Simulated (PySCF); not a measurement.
**TlAs and its ions**

M06-L; Tl def2-SVP with ECP60, As def2-SVP; scalar-relativistic core potentials (PySCF 2.14). Neutral (UKS): triplet (π ↑↑), Re = 2.878 Å, ωe = 147 cm⁻¹, De = 1.96 eV, HOMO -4.02 eV, LUMO -3.45 eV.

TlAs⁺ (UKS): quartet (σ ↑, π ↑↑), Re = 3.263 Å, ωe = 70.5 cm⁻¹. The energies at the minima are -2408.13056 hartree for TlAs and -2407.88848 for TlAs⁺.

**Question.** Work out the adiabatic ionisation energy, without and with harmonic zero-point energies (1 hartree = 27.2114 eV, 1 eV = 8065.5 cm⁻¹), and the change of the bond length.

**Answer.** At M06-L: 0.24208 hartree = 6.587 eV between the minima; the zero-point term (70.5 − 147.0)/2 cm⁻¹ = -0.005 eV makes it 6.583 eV. Re changes by +38.5 pm against the neutral. The electron leaves a σ orbital, and the ion is left as a loose complex of an ion and an atom.

Spin–orbit coupling is left out, which matters for elements this heavy, above all for dissociation energies. States were picked by a PBE0 search and need not be the measured ground states.
